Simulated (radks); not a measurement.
Removal energies from neutral praseodymium, [Xe] 4f3 6s2, by Delta-SCF beside the eigenvalue of the level emptied. All-electron calculation, scalar-relativistic Kohn-Sham, BLYP, spin-polarised, spherical densities, finite nucleus; Fermi nuclear charge, rms radius of each element as measured or else 0.836 A^(1/3) + 0.57 fm. Program: a radial shooting solver on a logarithmic mesh with Libxc functionals. Open shells are filled with parallel spins first.

| removed from | final configuration | Delta-SCF (eV) | -eigenvalue (eV) |
|---|---|---|---|
| 6s | [Xe] 4f3 6s1 | 5.429 | 3.229 |
| 4f | [Xe] 4f2 6s2 | 7.904 | 1.586 |
| 5p | [Kr] 4d10 4f3 5s2 5p5 6s2 | 25.016 | 20.542 |
| 5s | [Kr] 4d10 4f3 5s1 5p6 6s2 | 42.853 | 37.915 |
